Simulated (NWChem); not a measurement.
System: C2H5FTe; SMILES CC[Te]F

Output (shortened):

```
             Northwest Computational Chemistry Package (NWChem) 7.3.0
             --------------------------------------------------------

 C1  symmetry detected

                             Geometry "geometry" -> ""
                             -------------------------

 Output coordinates in angstroms (scale by  1.889725989 to convert to a.u.)

  No.       Tag          Charge          X              Y              Z
 ---- ---------------- ---------- -------------- -------------- --------------
    1 Te                  52.0000     0.22974182    -0.59885323     0.04626927
    2 F                    9.0000    -1.70048720    -0.36435999    -0.13897145
    3 C                    6.0000     0.60438754     1.45096850    -0.49661653
    4 C                    6.0000    -0.18954515     2.42658596     0.34829333
    5 H                    1.0000     0.36829197     1.53907342    -1.56670608
    6 H                    1.0000     1.69468179     1.57448946    -0.38338735
    7 H                    1.0000     0.11577238     2.39073331     1.40454509
    8 H                    1.0000    -1.26318316     2.19341984     0.29832247
    9 H                    1.0000    -0.04680701     3.45656486    -0.01809368

 Effective nuclear repulsion energy (a.u.)     363.8944117407

 Summary of "ao basis" -> "ao basis" (spherical)
 ------------------------------------------------------------------------------
       Tag                 Description            Shells   Functions and Types
 ---------------- ------------------------------  ------  ---------------------
 Te                         def2-svp                10       26   4s4p2d
 F                          def2-svp                 6       14   3s2p1d
 C                          def2-svp                 6       14   3s2p1d
 H                          def2-svp                 3        5   2s1p

            General Information
            -------------------
          SCF calculation type: DFT
          Wavefunction type:  closed shell.
          No. of atoms     :     9
          No. of electrons :    50
           Alpha electrons :    25
            Beta electrons :    25
          Charge           :     0
          Spin multiplicity:     1
          Use of symmetry is: off; symmetry adaption is: off
          Maximum number of iterations: 150
          AO basis - number of functions:    93
                     number of shells:    43
          Convergence on energy requested:  1.00D-06
          Convergence on density requested:  1.00D-05
          Convergence on gradient requested:  5.00D-04

              XC Information
              --------------
          PerdewBurkeErnzerhof Exchange Functional  1.000
            Perdew 1991 LDA Correlation Functional  1.000 local
           PerdewBurkeErnz. Correlation Functional  1.000 non-local

             Grid Information
             ----------------
          Grid used for XC integration:  medium
          Radial quadrature: Mura-Knowles
          Angular quadrature: Lebedev.
          Tag              B.-S. Rad. Rad. Pts. Rad. Cut. Ang. Pts.
          ---              ---------- --------- --------- ---------
          Te                  1.40      123          11.0       590
          F                   0.50       49          11.0       434
          C                   0.70       49          10.0       434
          H                   0.35       45          11.0       434
          Grid pruning is: on
          Number of quadrature shells:   495
          Spatial weights used:  Erf1

      Superposition of Atomic Density Guess
      -------------------------------------

 Sum of atomic energies:        -488.26224587

      Non-variational initial energy
      ------------------------------

 Total energy =    -445.431298
 1-e energy   =   -1110.121670
 2-e energy   =     463.243002
 HOMO         =      -0.218424
 LUMO         =      -0.084200

     ---------------------------------------------
      Total Density - Mulliken Population Analysis
     ---------------------------------------------

    Atom       Charge   Shell Charges
 -----------   ------   -------------------------------------------------------
    1 Te  24    23.33   1.77  0.27  1.21  0.65  2.90  3.13  1.72  1.59  9.85  0.24
    2 F    9     9.66   1.99  1.14  0.81  3.50  2.21  0.00
    3 C    6     6.31   1.99  0.95  0.30  1.90  1.14  0.03
    4 C    6     6.26   1.99  0.96  0.20  2.05  1.04  0.03
    5 H    1     0.88   0.67  0.18  0.02
    6 H    1     0.87   0.66  0.19  0.02
    7 H    1     0.90   0.67  0.20  0.02
    8 H    1     0.90   0.67  0.20  0.03
    9 H    1     0.89   0.67  0.20  0.02

   convergence    iter        energy       DeltaE   RMS-Dens  Diis-err
 ---------------- ----- ----------------- --------- --------- ---------
 d= 0,ls=0.0,diis     1   -446.6349744172 -6.48D+02  2.39D-02  6.06D-01
 d= 0,ls=0.0,diis     2   -446.0996372222  5.35D-01  1.67D-02  5.86D+00
 d= 0,ls=0.0,diis     3   -446.7095871498 -6.10D-01  2.58D-03  2.24D-02
 d= 0,ls=0.0,diis     4   -446.7109602625 -1.37D-03  1.05D-03  9.26D-03
 d= 0,ls=0.0,diis     5   -446.7120036274 -1.04D-03  2.33D-04  5.43D-04
  Resetting Diis
 d= 0,ls=0.0,diis     6   -446.7120588858 -5.53D-05  1.21D-04  1.05D-04
 d= 0,ls=0.0,diis     7   -446.7120724879 -1.36D-05  8.95D-05  9.92D-06
 d= 0,ls=0.0,diis     8   -446.7120673633  5.12D-06  5.96D-05  4.54D-05
 d= 0,ls=0.0,diis     9   -446.7120739481 -6.58D-06  6.61D-06  8.77D-07
 d= 0,ls=0.0,diis    10   -446.7120740340 -8.59D-08  1.94D-06  5.82D-08

         Total DFT energy =     -446.712074034036
      One electron energy =    -1113.202525151392
           Coulomb energy =      508.762019986721
    Exchange-Corr. energy =      -43.718938795189
 Nuclear repulsion energy =      201.447369925824

 Numeric. integr. density =       49.999999744450

                       DFT Final Molecular Orbital Analysis
                       ------------------------------------

[...]
```

Level: PBE/def2-SVP with def2 effective core potentials on Te. Structure relaxed at the PBE0/def2-SVP level. def2 effective core potentials on Te; no spin-orbit coupling.

**Question.** Write an input that gives this output.

**Answer.** Several could match; the one computed here: the input that was run:
```
start job
memory heap 200 mb stack 900 mb global 1100 mb
geometry units angstroms noautoz
  Te     0.223432    -0.589621    -0.075392
  F     -1.713296    -0.396678     0.088751
  C      0.457733     1.482727    -0.611424
  C     -0.193068     2.415439     0.389844
  H      0.035048     1.594401    -1.620117
  H      1.548382     1.629312    -0.687696
  H      0.294316     2.358028     1.374391
  H     -1.254102     2.157950     0.522012
  H     -0.136631     3.458205     0.036398
end
basis spherical
  * library def2-svp
end
ecp
  Te library def2-ecp
end
dft
  xc xpbe96 cpbe96
  iterations 150
  mulliken
end
task dft energy
```
